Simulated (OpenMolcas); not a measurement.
An OpenMolcas run meant for neutral rubidium (ANO-RCC-VQZP, DKH2; inactive shells 1s 2s 2p 3s 3p 3d 4s 4p; intended active space 1 electron in 9 orbitals (4d 5s 5p)). One step of its input:

```
&CASPT2
Multistate=1 1
Frozen=8 6
IPEA=1.5
Imaginary=0.1
MaxIter=60
WThr=0.0 0.3 0.05
PrWF=0.5
NoMix
```

The run finished. Its levels beside those of a sound run (SS-CASPT2, IPEA 0.25 Eh, imaginary shift 0.1 Eh (closed shells correlated: 4s 4p)), in eV above each run's lowest level:

```csv
Level,This run,Usual run
5s ²S_1/2,0.0000,0.0000
5p ²P°_1/2,1.4929,1.5526
5p ²P°_3/2,1.5096,1.5693
```

**Question.** Which setting is unsound, and how much does it matter here?

**Answer.** The IPEA shift is far above its usual 0.25 hartree. Against the sound run the excited levels shown move by 480 cm-1 on average and by 480 cm-1 at most.

ANO sets are built for ground and valence states and can reach diffuse excited orbitals poorly. With one active electron, CASPT2 adds the correlation within the correlated inactive shells and between them and that electron, and leaves the splitting within a term as the reference gives it. No level of 4d was computed, though it lies in the active space. Levels of configurations outside the active space are missing.

° marks odd parity.
